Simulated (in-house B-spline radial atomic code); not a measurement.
# RPA and G0W0 on PBE: Sr5+

Configuration [Ar] 3d10 4s2 4p3, highest spin, mean-field start PBE. Computed with a B-spline radial code for spherical atoms: all electrons, non-relativistic, point nucleus, each spin shell either full or empty, empty states to l = 9 with an (l + 1/2)⁻⁴ tail; G0W0 by contour deformation at full frequency.

Without relativity these are model numbers: it shifts the levels of so heavy an element strongly and can reorder them.

Command:
```bash
python run_gw.py task.json out
```
Settings (radii: box in bohr, nucleus in fm):
```
Z                        38
electrons                33
configuration            [Ar] 3d10 4s2 4p3
hamiltonian              nr
method                   pbe,pbe
lmax                     9
spin_polarised           True
box_radius               10.43
intervals                51
```

Run time, properties included: 3.9 s on 1 thread of Arm Neoverse N1 (shared host).

Energies (hartree):

| term | value |
| --- | --- |
| mean-field total | -3126.12566 |
| Hartree-Fock functional on these orbitals | -3124.88771 |
| direct second order | -2.7887 |
| second-order exchange | 0.81681 |
| SOSEX correction | 0.75647 |

Task: What is the RPA correlation energy, and what remains with SOSEX?

Result: RPA gives -2.4587 hartree (-2.03 eV per electron); RPA + SOSEX gives -1.7022, and the second-order doubles -1.9719 hartree (no singles). SOSEX takes back 31 % of the RPA value.

Quasi-particle levels (eV):

| level | occupied | mean field | Σx - vxc | Σc | QP weight | G0W0 |
| --- | --- | --- | --- | --- | --- | --- |
| 4p up | yes | -81.19 | -7.57 | ? | ? | ? |
| 4s down | yes | -95.37 | -4.65 | -2.93 | 0.954 | -102.95 |
| 4p down | no | -76.86 | 9.25 | -3.02 | 0.952 | -70.62 |

G0W0 = mean field + (Σx - vxc) + Σc, with Σc (partial-wave tail included) taken at the quasi-particle energy. Only the outer levels were computed. Levels of low weight are left out.

Task: Where does G0W0 put 4p up?

Result: At -89.19 eV, with Σc = -0.42 eV and a quasi-particle weight of 0.951. The tabulated removal energy is 88 ± 2 eV (NIST, tabulated theory); the calculation leaves out relativity, Breit and QED terms, and what these don't explain is the method's own error.
